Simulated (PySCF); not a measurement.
Run record: geometry optimisation, `COC(=O)C[SiH3]`.

Computed with PBE0-D3(BJ)/def2-SVP geometry optimisation, gas phase (PySCF 2.14.0). Start geometry: GFN2-xTB. The input is one job of a driver script: a line of settings, then coordinates in Å.

Command:
```bash
OMP_NUM_THREADS=1 python probes_run.py task.json out
```

Input:
```
{"job": {"xc": "PBE0", "basis": "def2-SVP", "d3": "d3bj", "grid": 1, "shake": 0.01, "kind": "geom"}, "charge": 0, "multiplicity": 1}
C      2.426590     0.427540     0.353430
O      1.089330     0.256450     0.858130
C      0.318730    -0.703150     0.288350
O      0.745600    -1.394480    -0.615900
C     -1.018390    -0.735600     0.894210
Si    -2.135430     0.477590    -0.085600
H      2.530410    -0.091670    -0.590990
H      2.564040     1.527270     0.188200
H      3.128990     0.089760     1.096740
H     -0.964060    -0.420550     1.954990
H     -1.424140    -1.740990     0.851680
H     -2.164050     0.059300    -1.476590
H     -1.623000     1.837870     0.033410
H     -3.481760     0.395590     0.522200
```

Output:
```
step   0  E = -558.36747435  max force = 0.041061
step   1  E = -558.37174897  max force = 0.014427
step   2  E = -558.37099104  max force = 0.012203
step   3  E = -558.37179725  max force = 0.005525
step   4  E = -558.37205582  max force = 0.003213
step   5  E = -558.37219421  max force = 0.001313
step   6  E = -558.37224025  max force = 0.000641
step   7  E = -558.37226575  max force = 0.000921
step   8  E = -558.37231521  max force = 0.001189
step   9  E = -558.37245549  max force = 0.002135
step  10  E = -558.37273781  max force = 0.002984
step  11  E = -558.37283660  max force = 0.001550
step  12  E = -558.37286042  max force = 0.003005
step  13  E = -558.37294465  max force = 0.002241
step  14  E = -558.37301190  max force = 0.001449
step  15  E = -558.37313283  max force = 0.001450
step  16  E = -558.37317991  max force = 0.000676
step  17  E = -558.37319781  max force = 0.000300
step  18  E = -558.37320184  max force = 0.000385
optimisation converged
```

Energies in Eh; «max force» is the largest Cartesian gradient component in Eh/bohr.

**Question.** At which steps does the energy rise by more than 1e-5 Eh?

**Answer.** At step 2 (+0.76 mEh).

**Question.** How much energy does the optimisation release, in kJ/mol?

**Answer.** E(step 0) − E(last step) = 0.005727 Eh, which is 15.0 kJ/mol.

Main results: final energy -558.37320 Eh after 18 steps; dipole 1.70 D.

**Question.** Give the final coordinates.

**Answer.** 0.322 Å rms from the input after alignment:
```
atom  x, y, z in Å
C1     2.3994    0.4249    0.2480
O2     1.0604    0.4054    0.7082
C3     0.3790   -0.7283    0.4780
O4     0.8560   -1.6796   -0.0820
C5    -1.0303   -0.6199    0.9718
Si6   -2.1279    0.4543   -0.1447
H7     2.4397    0.3225   -0.8469
H8     2.8164    1.3922    0.5517
H9     2.9795   -0.3973    0.6920
H10   -1.0430   -0.1602    1.9721
H11   -1.4579   -1.6304    1.0274
H12   -2.0707   -0.0464   -1.5498
H13   -1.6747    1.8750   -0.1069
H14   -3.5344    0.3734    0.3518
```

Hardware: an Arm Neoverse V1 with one thread, no GPU, on a shared host. Cost: 2.0 min, 0.48 GiB resident at most.
Labels such as C1 count atoms from 1, the log's own numbers from 0.
